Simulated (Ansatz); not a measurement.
Geometry optimisation, Ansatz, RHF/def2-SVP.

The input (input.yaml):

```yaml
crystal:
  periodic: [false, false, false]
  atoms:
    - { symbol: Ta, position_ang: [-0.504978, 0.284383, -0.355895] }
    - { symbol: F, position_ang: [2.438757, -0.774958, -0.282959] }
    - { symbol: O, position_ang: [-0.156192, 0.719306, 1.41906] }
    - { symbol: H, position_ang: [0.223705, 0.869804, 2.269641] }
    - { symbol: F, position_ang: [-0.330071, -0.091198, -2.202668] }
    - { symbol: Cl, position_ang: [-2.617871, 1.182934, -0.493693] }
    - { symbol: Cl, position_ang: [-0.471477, -2.021823, 0.067741] }
    - { symbol: P, position_ang: [1.278711, 2.006323, -0.896973] }
    - { symbol: H, position_ang: [0.982418, 2.304216, -2.247938] }
    - { symbol: H, position_ang: [0.698785, 3.146393, -0.285814] }
    - { symbol: H, position_ang: [2.896813, 0.003921, -0.407601] }
basis:
  gaussian: { orbitals: def2-SVP }
hamiltonian:
  xc: hf
relax:
  f_tol: 0.03
  max_steps: 50
```

Run as:

```bash
$ ansatz run input.yaml --threads 4 --pin off --max-ram 5120MiB --backend cpu --events-out ev --progress --plain --runs-dir out
```

Where does it end, and by what steps?

The run converged. After 11 steps the energy has fallen by 0.087 eV; F2 moved furthest, 0.43 Å. Joined: Ta1–F2 (3.13 → 2.52 Å).

| step | energy less start (eV) | largest force component (eV/Å) | accepted |
| --- | --- | --- | --- |
| 0 | 0.0000 | 0.512 | yes |
| 1 | 0.1522 | 2.729 | no |
| 2 | -0.0127 | 0.858 | yes |
| 3 | -0.0243 | 0.445 | yes |
| 4 | -0.0334 | 0.325 | yes |
| 5 | -0.0422 | 0.384 | yes |
| 6 | -0.0561 | 0.410 | yes |
| 7 | -0.0679 | 0.444 | yes |
| 8 | -0.0755 | 0.298 | yes |
| 9 | -0.0847 | 0.113 | yes |
| 10 | -0.0808 | 0.452 | no |
| 11 | -0.0870 | 0.029 | yes |

```xyz
11
Properties=species:S:1:pos:R:3
Ta -0.338 0.195 -0.349
F 2.025 -0.669 -0.212
O -0.045 0.696 1.416
H 0.297 0.922 2.263
F -0.025 -0.255 -2.158
Cl -2.433 1.072 -0.638
Cl -0.567 -2.103 0.157
P 1.314 2.107 -1.002
H 0.722 2.553 -2.199
H 0.886 3.149 -0.154
H 2.601 -0.038 -0.539
```

Time of the run: 35 s on 4 threads of Arm Neoverse V1, on a shared host, peak memory 0.46 GiB.
